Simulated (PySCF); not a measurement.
## MN cations for M along the alkali metals

PBE0 with double-zeta basis sets in PySCF, for the lowest determinant that a PBE0 search found; no spin–orbit coupling. De refers to high-spin ground-configuration atoms (the charge goes to the atom of lower measured ionisation energy or higher electron affinity, which is not always the lowest computed limit). A positive dipole points towards N; it is taken about the centre of mass and depends on that origin.

```json
{"M": "Li", "basis": "def2-SVP", "charged atom": "Li+", "state (unpaired electrons)": "quartet (σ ↑, π ↑↑)", "Re (Å)": "2.242", "ωe (cm⁻¹)": "260", "De (eV)": "0.26", "μ (D)": "-6.29"}
{"M": "Na", "basis": "def2-SVP", "charged atom": "Na+", "state (unpaired electrons)": "quartet (σ ↑, π ↑↑)", "Re (Å)": "2.673", "ωe (cm⁻¹)": "142", "De (eV)": "0.17", "μ (D)": "-4.19"}
{"M": "K", "basis": "6-31G(d,p)", "charged atom": "K+", "state (unpaired electrons)": "quartet (σ ↑, π ↑↑)", "Re (Å)": "3.127", "ωe (cm⁻¹)": "90.4", "De (eV)": "0.11", "μ (D)": "-3.46"}
{"M": "Cs", "basis": "def2-SVPD", "charged atom": "Cs+", "state (unpaired electrons)": "quartet (σ ↑, π ↑↑)", "Re (Å)": "3.484", "ωe (cm⁻¹)": "76.9", "De (eV)": "0.09", "μ (D)": "-1.07"}
```

The shortest bond is that of LiN⁺ (2.242 Å), the longest that of CsN⁺ (3.484 Å).

The rows differ in basis set, which adds steps of its own.

Down a group the atoms grow and get heavier, so bonds lengthen and wavenumbers fall; this series shows no clear exception.

Weak bonds: CsN⁺, KN⁺, LiN⁺, NaN⁺. Basis-set superposition, not corrected here, can be much of De in a small basis, most of all at correlated wavefunction levels. Spin–orbit coupling is left out, which matters for elements this heavy, above all for dissociation energies. For an ion De counts to the pair picked by the measured ionisation energies or electron affinities, which need not be the lowest pair at this level. States were picked by a PBE0 search and need not be the measured ground states.
